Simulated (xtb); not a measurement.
Br2Hg, triplet, at a GFN2-xTB geometry (such geometries of metal compounds can be far from the true shape) (a higher spin typed on purpose: for a closed-shell molecule this is an excited state). Base run: GFN0-xTB (xtb).

Geometry (Å):
```xyz
3

Hg     0.9329     0.2351     0.1860
Br    -1.2437     1.5623    -1.6364
Br    -0.8886    -2.0997     1.2112
```
Charge 0, spin multiplicity 3.
All else is at xtb's defaults.
Base energy -8.16698 Eh.

Each row names what was changed in the base input (with any setting that the change needs).

```
change        ΔE vs base (kcal/mol)
------------  ---------------------
base                          0.000
etemp = 3000                 -14.42
etemp = 10                     0.86
acc = 1000                    0.000
```
